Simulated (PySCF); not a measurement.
An equivalent PySCF input for Kr⁺ (krypton, charge +1), [Ar] 3d10 4s2 4p5, 2P determinant, with the spin-free X2C one-electron Hamiltonian (Gaussian nucleus):

```python
from pyscf import gto, scf, dft, mp, cc
import basis_set_exchange as bse
mol = gto.M(atom="Kr 0 0 0", charge=1, spin=1, symmetry="D2h",
            basis=gto.basis.parse(bse.get_basis("cc-pVTZ-DK", elements=["Kr"], fmt="nwchem", header=False)),
            nucmod="G")
mf = scf.UHF(mol).sfx2c1e()
mf.irrep_nelec = {'Ag': (6, 6), 'B1g': (1, 1), 'B2g': (1, 1), 'B3g': (1, 1), 'B1u': (3, 3), 'B2u': (3, 3), 'B3u': (3, 2)}
mf.kernel()
```

It reaches the same state as the run whose output follows, and the same energy. The run itself started from symmetry-adapted Hartree-Fock orbitals and held the occupation by maximum overlap, so the iterations belong to that start.

```
SCF conv_tol = 1e-09
number electrons alpha = 18  beta = 17
cycle= 1 E= -2787.69276531557  delta_E= -0.00563  |g|= 0.0308  |ddm|= 0.0668
cycle= 2 E= -2787.69334454275  delta_E= -0.000579  |g|= 0.0107  |ddm|= 0.0221
cycle= 3 E= -2787.69342581253  delta_E= -8.13e-05  |g|= 0.000586  |ddm|= 0.0139
cycle= 4 E= -2787.69342612445  delta_E= -3.12e-07  |g|= 0.000161  |ddm|= 0.00175
cycle= 5 E= -2787.69342614279  delta_E= -1.83e-08  |g|= 5.14e-05  |ddm|= 0.000372
cycle= 6 E= -2787.6934261452  delta_E= -2.41e-09  |g|= 8.02e-06  |ddm|= 0.000161
cycle= 7 E= -2787.69342614526  delta_E= -6.18e-11  |g|= 9.55e-07  |ddm|= 2.5e-05
converged SCF energy = -2787.69342614526  <S^2> = 0.75743307  2S+1 = 2.0074193
```
